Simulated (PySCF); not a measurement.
## Orbital energies, ionisation energy and electron affinity

Species: TiCl4 (singlet state).
Z-matrix (Å and degrees, PBE0-D3(BJ)/def2-SVP geometry), rows numbered from 1:
```
Cl
Ti  1  2.1525
Cl  2  2.1541  1  109.36
Cl  2  2.1547  1  109.96  3   119.91
Cl  2  2.1524  1  108.73  3  -120.53
```

Level: CAM-B3LYP/def2-SVPD (PySCF). Frontier orbitals with their largest atomic shares (Löwdin; up to four atoms above 4 %):

```csv
orbital,ε (eV),main atoms
HOMO−3,-12.09,"Cl3 29 %, Cl4 28 %, Cl5 18 %, Cl1 16 %"
HOMO−2,-11.04,?
HOMO−1,-11.04,?
HOMO,-11.03,?
LUMO,-2.95,"Ti2 77 %, Cl1 6 %, Cl4 6 %, Cl5 6 %"
LUMO+1,-2.94,"Ti2 77 %, Cl5 6 %, Cl1 6 %, Cl3 6 %"
LUMO+2,-2.28,"Ti2 67 %, Cl3 8 %, Cl5 8 %, Cl4 8 %"
```

What vertical ionisation energy does ΔSCF give, and how far is −ε(HOMO) from it?

ΔSCF: 11.90 eV (1148 kJ/mol; threshold wavelength 104 nm); ⟨S²⟩ of the doublet left behind is 0.786, against 0.75 for a pure doublet. −ε(HOMO) is 11.03 eV, 0.87 eV below it. For the exact functional −ε(HOMO) would equal the first vertical ionisation energy; CAM-B3LYP (range-separated hybrid) falls short of its own ΔSCF value by 7 %.

On which atoms does the HOMO lie?

HOMO: Cl5 29 %, Cl4 26 %, Cl1 24 %, Cl3 20 %; HOMO−1: Cl4 36 %, Cl1 33 %, Cl3 19 %, Cl5 11 %; HOMO−2: Cl3 35 %, Cl5 34 %, Cl1 17 %, Cl4 13 %. These 3 orbitals lie within 0.02 eV of one another. The HOMO−3 lies 1.06 eV lower.

And the vertical electron affinity, the fundamental gap, Mulliken's electronegativity and the hardness (with the factor ½)?

EA = 2.88 eV by ΔSCF (−ε(LUMO) = 2.95 eV). IE − EA = 9.02 eV against an orbital gap of 8.08 eV; (IE + EA)/2 = 7.39 eV; (IE − EA)/2 = 4.51 eV.

With α = 93.2 au, estimate the like-pair dispersion coefficient by London's formula C6 = (3/4)α²I.

I = 0.4374 Eh, so C6 ≈ 2850 au, a rough estimate.

What total energies stand behind the ΔSCF value?

E(N) = -2689.95095 Eh and E(N − 1) = -2689.51355 Eh at the same geometry, 0.43740 Eh apart. With one more electron, E(N + 1) = -2690.05675 Eh.

Shift the occupied levels rigidly so that −ε(HOMO) equals the ΔSCF value. What binding energies result?

The shift is +0.87 eV: HOMO 11.90, HOMO−1 11.91, HOMO−2 11.91, HOMO−3 12.96 eV. A rigid shift is only a rough guide to the deeper ionisations.

Isolated species at its PBE0-D3(BJ)/def2-SVP geometry, gas phase.
